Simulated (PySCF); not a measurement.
Species: C2H5BF3O (charge -1).
SMILES with atom numbers: `[CH3:1][BH2-:2][O:3][C:4]([F:5])([F:6])[F:7]` (hydrogens: H8, H9, H10 on C1; H11, H12 on B2)

Method used: PySCF 2.14.0, PBE0-D3(BJ)/def2-SVP geometry optimisation, gas phase.

Q: What internal coordinates does the optimisation give?

A: 
| bond | length (bohr) |
| --- | --- |
| C1–B2 | 3.064 |
| B2–O3 | 2.946 |
| O3–C4 | 2.408 |
| C4–F5, C4–F6, C4–F7 | 2.577 |
| C1–H8, C1–H9, C1–H10 | 2.091 |
| B2–H11, B2–H12 | 2.350 |

Bonds in one row agree within 0.02 bohr and their mean is given. A selection of angles:
| angle | degrees |
| --- | --- |
| B2–C1–H8 | 112.6 |
| B2–C1–H9 | 110.8 |
| H8–C1–H9 | 106.9 |
| C1–B2–O3 | 106.0 |
| C1–B2–H11 | 111.8 |
| O3–B2–H11 | 108.4 |
| H11–B2–H12 | 110.1 |
| B2–O3–C4 | 123.8 |
| O3–C4–F5 | 115.5 |
| O3–C4–F7 | 111.1 |
| F5–C4–F6 | 104.2 |
| F5–C4–F7 | 104.6 |

Dihedral angles: C1–B2–O3–C4 177° (antiperiplanar); B2–O3–C4–F5 -62° (synclinal). The mirror-image conformer, all signs reversed, is as good.

O3 (boron-bound oxygen) is bent (angle 123.8°). All 3 C–F bonds measure 1.364 Å. B2 (four-coordinate boron) is tetrahedral (angles from 106.0° to 111.9°). Of the pairs four or more bonds apart, F5···H11 is among the closest relative to their van der Waals radii: 2.79 Å, 105 % of the sum of Bondi's values.

Point group: near Cs, missed by 0.10 Å at most; the miss may be what the optimiser left on a soft mode. No frequency check. The geometry's basis has no diffuse functions, a weakness for an anion.
